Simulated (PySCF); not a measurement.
C₄H₅, SMILES C=[C]C=C, multiplicity 2.

Geometry: r2SCAN-D4/def2-SVP. The isomer is the one that the SMILES or the coordinates give; other isomers of the formula were not compared. The values are those of a single conformer.

These are PySCF with TDA-PBE/def2-SVPD values and carry that method's errors.

Vertical excitations. Isolated molecule, no solvent.

Computed UV-visible absorptions:
```csv
state,energy (eV),λ (nm),f,main pairs
root 1,3.34,371,0.000,"α HOMO→LUMO 60 %, β HOMO→LUMO 39 %"
root 2,3.62,343,0.000,"α HOMO→LUMO 39 %, β HOMO→LUMO 60 %"
root 3,3.81,325,0.000,"α HOMO→LUMO+1 46 %, β HOMO−1→LUMO 53 %"
root 4,4.70,264,0.003,α HOMO→LUMO+2 100 %
root 5,4.79,259,0.000,"α HOMO−1→LUMO 49 %, β HOMO→LUMO+1 48 %"
root 6,5.39,230,0.002,α HOMO→LUMO+3 99 %
root 7,5.68,218,0.003,α HOMO→LUMO+4 98 %
root 8,5.88,211,0.514,"α HOMO→LUMO+1 47 %, β HOMO−1→LUMO 38 %"
root 9,5.98,207,0.000,β HOMO−2→LUMO 96 %
root 10,6.35,195,0.000,"α HOMO−1→LUMO+1 11 %, α HOMO−2→LUMO 6 %, β HOMO−1→LUMO+1 76 %"
```
Unrestricted roots are not spin-pure.
